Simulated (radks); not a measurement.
All-electron atom: the bismuth ion Bi3+ in [Xe] 4f14 5d10 6s1 5f1 (not the ground configuration). Method: scalar-relativistic Kohn-Sham, PBE, spin-unpolarised, spherical densities, point nucleus; computed with a radial shooting solver on a logarithmic mesh with Libxc functionals. Some entries of the table are withheld. Estimate them.

| orbital | occ. | eigenvalue (eV) | <r> (bohr) | <r^2> (bohr^2) |
|---|---|---|---|---|
| 1s | 2 | -90721.59 | 0.01578 | 0.0003459 |
| 2s | 2 | (1) | 0.06646 | 0.005240 |
| 2p | 6 | -13966.86 | 0.06055 | 0.004486 |
| 3s | 2 | -3965.469 | 0.1716 | 0.03367 |
| 3p | 6 | -3291.551 | 0.1737 | 0.03501 |
| 3d | 10 | -2615.773 | 0.1575 | 0.02902 |
| 4s | 2 | -935.0244 | 0.3770 | (2) |
| 4p | 6 | -714.2721 | 0.4025 | 0.1840 |
| 4d | 10 | -462.2533 | 0.4224 | 0.2058 |
| 5s | 2 | -189.7152 | 0.8304 | 0.7721 |
| 4f | 14 | -184.7622 | 0.4409 | 0.2320 |
| 5p | 6 | -127.7097 | 0.9464 | 1.009 |
| 5d | 10 | -58.4649 | 1.210 | 1.680 |
| 6s | 1 | -42.6417 | 1.985 | 4.398 |
| 5f | 1 | -12.6591 | 3.361 | 13.33 |

Answer. 
(1) 2s eigenvalue (eV): -16326.42
(2) 4s <r^2> (bohr^2): 0.1603
